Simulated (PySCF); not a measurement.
## Correlation energy of Se⁺ (selenium, charge +1)

[Ar] 3d10 4s2 4p3, high-spin 4S determinant. Calculation: PySCF 2.14, in x2c-SVPall (5s4p3d, 32 functions); the spin-free X2C one-electron Hamiltonian (Gaussian nucleus). Frozen: [Ar] 3d10; 5 electrons correlated.

MP2 pair energies summed by pair of shells (mhartree):

```tsv
pair	energy	share (%)
4s-4p	-38.31	64.7
4p-4p	-13.93	23.5
4s-4s	-6.96	11.8
```

Total MP2 correlation energy: -59.20 mhartree.

Same-spin part -15.97 and opposite-spin part -43.23 mhartree; SCS-MP2 scales them by 1/3 and 6/5 to -57.20 mhartree.

```csv
level,correlation energy (mhartree)
CCSD,-74.13
(T),-0.85
CCSD(T),-74.98
```

Diagnostics: T1 = 0.0013, D1 = 0.0039, largest double amplitude 0.058.

Task: Is a single reference adequate?

Result: Yes, within this model without spin-orbit coupling: T1 lies below 0.03 and no double amplitude reaches 0.07.
